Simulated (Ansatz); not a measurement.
Molecule: HgCl2 (charge -1, doublet). The spin state was set by rule; other spins were not relaxed. 
Structure (B3LYP-D3(BJ)/def2-TZVP (Ansatz, an electronic-structure program) minimum search):
```
Hg
Cl 1 2.6355
Cl 1 2.6355 2 140.77
```
Charge -1, spin multiplicity 2.

Basis-set convergence of Hartree-Fock and CCSD correlation energies (hartree) with Ansatz. Correlated levels leave the core frozen unless marked. UHF or UKS for open shells. No spin-orbit coupling. Frozen are the shells of the preceding noble gas and the d and f shells that filled before the atom's block. In def2 rows, elements after Kr have scalar-relativistic effective core potentials. This anion needs diffuse functions, which these sets lack.

| basis | functions | E(HF) | E(corr, CCSD) |
|---|---|---|---|
| def2-SVP | 68 | -1071.32671 | -0.56024 |
| def2-TZVPP | 143 | ? | ? |

What belongs in the gaps?


- def2-TZVPP, E(HF): -1071.66223
- def2-TZVPP, E(corr, CCSD): -0.80904
